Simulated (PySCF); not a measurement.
Run record for `Br[C@H]1CCCOC1`: B97-D/3-21G, start guess vsap, full TDDFT, 6 singlets.

Method: TDDFT B97-D/3-21G, vertical, gas phase, core orbitals frozen in the response (PySCF 2.14.0, density-fitted response routines). Geometry: GFN2-xTB. The input is one job of a driver script: a line of settings, then coordinates in Å.

Command:
```bash
OMP_NUM_THREADS=1 python probes_run.py task.json out
```

Input:
```
{"job": {"kind": "uv", "xc": "B97-D", "basis": "3-21G", "nstates": 6, "ntriplets": 5, "tda": false, "scf": {"guess": "vsap"}}, "charge": 0, "multiplicity": 1}
Br     2.204978     0.444172    -1.456167
C      1.321276    -0.170172     0.188831
C      0.414518     0.926184     0.729414
C     -0.791262     1.105512    -0.190517
C     -1.470809    -0.246428    -0.405418
O     -0.578099    -1.195632    -0.946906
C      0.518086    -1.433670    -0.109306
H      2.135047    -0.395385     0.881115
H      0.077284     0.625089     1.726443
H      0.966608     1.863051     0.827685
H     -0.460858     1.492463    -1.156449
H     -1.499505     1.811913     0.242510
H     -1.873628    -0.618699     0.550357
H     -2.285519    -0.165993    -1.126994
H      1.132278    -2.178513    -0.621279
H      0.182007    -1.854948     0.855271
```

Question: What does the run print?

Answer: 
```
final grid: 128672 points
cycle   1  E = -2827.9238388965  dE =  2.621e+00  |g| = 3.787e+00  |ddm| = 1.195e+01
cycle   2  E = -2809.5900274395  dE =  1.833e+01  |g| = 7.175e+00  |ddm| = 1.702e+01
cycle   3  E = -2831.7416823386  dE = -2.215e+01  |g| = 1.470e+00  |ddm| = 1.233e+01
cycle   4  E = -2832.4173029453  dE = -6.756e-01  |g| = 7.190e-01  |ddm| = 4.211e+00
cycle   5  E = -2832.5706426239  dE = -1.533e-01  |g| = 1.745e-01  |ddm| = 1.340e+00
cycle   6  E = -2832.5772884042  dE = -6.646e-03  |g| = 8.432e-02  |ddm| = 3.701e-01
cycle   7  E = -2832.5791445397  dE = -1.856e-03  |g| = 2.469e-02  |ddm| = 1.447e-01
cycle   8  E = -2832.5792878494  dE = -1.433e-04  |g| = 6.855e-03  |ddm| = 4.262e-02
cycle   9  E = -2832.5792975343  dE = -9.685e-06  |g| = 8.584e-04  |ddm| = 8.479e-03
cycle  10  E = -2832.5792977088  dE = -1.745e-07  |g| = 4.069e-04  |ddm| = 1.658e-03
cycle  11  E = -2832.5792977487  dE = -3.987e-08  |g| = 5.238e-05  |ddm| = 4.967e-04
cycle  12  E = -2832.5792977495  dE = -8.158e-10  |g| = 1.283e-05  |ddm| = 1.077e-04
converged SCF energy = -2832.5792977495

Static polarisability (au): isotropic 61.831, principal 52.208 58.517 74.768

Singlet excitations
state   eV       nm        f      main configurations
  1   5.2015    238.4   0.01295   H->L 0.98
  2   5.9838    207.2   0.00352   H-1->L 0.98
  3   6.2109    199.6   0.00067   H-2->L 0.98
  4   6.5983    187.9   0.01386   H-3->L 0.97
  5   7.6171    162.8   0.01114   H->L+1 0.98
  6   7.9551    155.9   0.00563   H-5->L 0.78, H-4->L 0.21

Triplet excitations (Tamm-Dancoff, eV): 5.0043 5.3059 5.5333 6.4464 7.2613
```

H and L stand for HOMO and LUMO; the number after each pair is its weight.

Question: Give the mean polarisability as a volume in Å³, and the ratio of the largest to the smallest principal value.

Answer: 61.831 au × 0.148185 = 9.16 Å³; 74.768/52.208 = 1.43.

Question: Give S1 in cm⁻¹ and kJ/mol.

Answer: 5.2015 eV × 8065.54 = 41953 cm⁻¹; × 96.485 = 501.9 kJ/mol.

In short: SCF converged in 12 cycles with 94 basis and 880 fitting functions; HOMO -5.39 eV, LUMO -0.28 eV; lowest singlet 5.20 eV; lowest triplet 5.00 eV (Tamm–Dancoff); mean polarisability 61.8 au.

 Relativistic effects, spin–orbit coupling among them, are left out although an element past zinc is present.

Cost: about 40 s of CPU time on one thread; the machine was shared, so the figure is rough.

One conformer stands for the species.

Note: B97-D ran without an empirical dispersion term, which enters the total energy and its gradient alone.
